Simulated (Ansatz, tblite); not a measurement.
Forces on Pb₄S₄⁻ at its PBE-D4/def2-SVP geometry. Total charge -1; doublet.

In the def2 sets Pb takes a core potential; there is no spin–orbit coupling. The xTB rows come from tblite. The structure comes from a short search, and lower isomers may exist.

GFN1-xTB (tblite), largest force 1.09 eV/Å:

```xyz
8
positions Å, forces eV/Å
Pb   -0.540    0.178   -2.214    0.469    0.109    0.499
Pb   -1.641    1.489    0.560    0.238   -0.650    0.038
Pb    2.429    0.221   -0.067   -0.808   -0.113    0.060
Pb   -0.383   -1.785    1.619    0.182    0.592   -0.535
S     0.762   -1.809   -0.901   -0.160    0.928    0.548
S     0.591    0.774    1.928   -0.261   -0.606   -0.867
S     1.548    1.754   -2.009   -0.218   -0.554    0.212
S    -2.767   -0.822    1.084    0.558    0.295    0.045
```

GFN2-xTB (tblite), largest force 0.76 eV/Å:

```
Pb 0.502 0.133 0.035
Pb -0.107 -0.435 0.265
Pb -0.610 0.070 -0.119
Pb -0.088 0.463 -0.411
S -0.045 0.569 0.505
S -0.045 -0.500 -0.573
S -0.212 -0.574 0.261
S 0.606 0.273 0.037
```

PBE-D4/def2-SVP (Ansatz), largest force 0.01 eV/Å:

```
Pb 0.006 -0.003 0.000
Pb 0.002 -0.003 0.006
Pb 0.006 0.004 0.001
Pb -0.003 -0.007 0.002
S -0.006 -0.002 -0.002
S 0.000 0.006 -0.002
S -0.007 0.000 0.000
S 0.000 0.005 -0.005
```
